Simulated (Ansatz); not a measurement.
Gas-phase electronic energies from Ansatz, PBE0-D4/def2-TZVP geometries. CCSD(T)/CBS is the MP2 limit (def2-TZVPP, def2-QZVPP) plus CCSD(T) − MP2 in def2-TZVPP, frozen cores. This one scheme is used for every species. Functionals use def2-TZVPP. For Br outer-core shells are correlated without core-valence functions, which leaves a few kJ/mol of doubt a bond. Scalar relativity is left out up to krypton. One conformer a species, not always the lowest.

Reaction (ligand exchange at the Al–Br bond): `F[CH2][AlH][Br]` + H–F → `F[CH2][AlH][F]` + HBr

```json
{"level": "r2SCANh-D4", "ΔE (eV)": "-0.19"}
{"level": "PBE", "ΔE (eV)": "-0.21"}
{"level": "BHLYP", "ΔE (eV)": "-0.27"}
{"level": "MP2/CBS(def2)", "ΔE (eV)": "-0.13"}
```

**Question.** What does CCSD(T)/CBS give? (An estimate is asked.)

**Answer.** The calculation gave: -0.17 eV. The listed levels differ from it by -0.02, -0.04, -0.10, 0.04 eV.

Largest T1 diagnostic among the species: 0.012.

From r2SCAN to r2SCAN0 (25 % exact exchange), in def2-TZVPP and without D4, ΔE moves by +0.05 eV. At CCSD(T), def2-SVP lies −0.14 eV from the extrapolated value and def2-TZVPP −0.04 eV. Leaving LDA and LC-ωPBE aside and taking each functional with its dispersion term where it has one, the values, not all of them listed here, spread over 0.19 eV, from BLYP-D4 to HSE06-D4.
